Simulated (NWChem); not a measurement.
System: CH4O2Pb, singlet; SMILES C[O][Pb][OH]

NWChem input:

```
start job
memory heap 200 mb stack 900 mb global 1100 mb
geometry units angstroms noautoz
  Pb     0.278654    -0.440653     0.004949
  O     -1.825247    -0.505400     0.000555
  H     -2.266949     0.353233    -0.011387
  O      0.519647     1.660465    -0.002223
  C     -0.453359     2.644030     0.000647
  H     -1.495732     2.257553     0.036370
  H     -0.341354     3.317432     0.873698
  H     -0.387409     3.280176    -0.904616
end
basis spherical
  * library def2-svpd
end
ecp
  Pb library def2-ecp
end
dft
  xc xpbe96 cpbe96
  iterations 150
end
tddft
  cis
  nroots 6
  notriplet
end
task tddft energy
```

Low-valent species are run as closed-shell singlets; no triplet was tried in these runs. Geometry: optimised at PBE0/def2-SVP. Not confirmed as a minimum by frequencies. def2 effective core potentials on Pb; no spin-orbit coupling.

Vertical excitations in the gas phase.

Task: Predict the main results of this run. (PBE/def2-SVPD with def2 effective core potentials on Pb, TDA.) Quantities: lowest excitation, singlet (eV); oscillator strength of that lowest state; lowest state with f > 0.02, singlet (eV); oscillator strength of that bright state; orbital gap (eV).

Result: 
- lowest excitation, singlet (eV) = 3.46
- oscillator strength of that lowest state = 0.002
- lowest state with f > 0.02, singlet (eV) = 3.88
- oscillator strength of that bright state = 0.056
- orbital gap (eV) = 3.17
